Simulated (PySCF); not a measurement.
C3H4BFO2, SMILES O1C=CB(OC1)F.

Geometry: PBE-D3(BJ)/def2-SVP. This is a generated structure with no PubChem entry under its InChIKey; it may be hypothetical. One conformer was computed; it need not be the lowest.

Computed with PBE-D3(BJ)/def2-SVP (PySCF 2.14.0).

Harmonic, unscaled wavenumbers; measured fundamentals usually lie a few per cent lower.

```
mode  ν (cm⁻¹)  IR (km/mol)  moving atoms (share of kinetic energy)
----  --------  -----------  --------------------------------------
1          148          0.6                  O 42 %, F 28 %, C 21 %
2          240          3.2                  C 36 %, H 35 %, O 27 %
3          346          9.5          C 28 %, H 25 %, O 21 %, F 20 %
4          368          2.2  F 25 %, O 24 %, C 23 %, H 14 %, B 14 %
5          457          1.3          F 36 %, O 31 %, C 19 %, B 12 %
6          548          3.9                          O 49 %, C 42 %
7          660         31.3                          B 66 %, C 17 %
8          739         10.9          C 37 %, O 27 %, F 22 %, H 11 %
9          773         44.0                          H 74 %, C 21 %
10         838          3.7                  C 43 %, O 41 %, H 14 %
11         926         36.8                  C 57 %, H 25 %, O 18 %
12         953          7.0                          H 68 %, C 31 %
13        1006         17.7                  H 40 %, O 31 %, C 26 %
14        1078         34.8                  C 38 %, H 30 %, O 29 %
15        1127         61.4          C 37 %, H 32 %, O 17 %, B 14 %
16        1159         18.6           H 50 %, C 24 %, B 17 %, O 9 %
17        1259         25.0                                  H 90 %
18        1287         89.6                   H 67 %, O 15 %, B 9 %
19        1340        235.2   B 40 %, C 21 %, H 19 %, O 13 %, F 8 %
20        1411        110.7                  H 58 %, B 18 %, C 17 %
21        1433        179.0                  H 38 %, B 30 %, C 22 %
22        1446         46.9                          H 72 %, B 13 %
23        1605        258.6                           C 85 %, H 9 %
24        2909         73.4                                  H 94 %
25        3074         22.5                           H 91 %, C 9 %
26        3105          9.9                           H 92 %, C 8 %
27        3157          0.3                           H 91 %, C 9 %
```
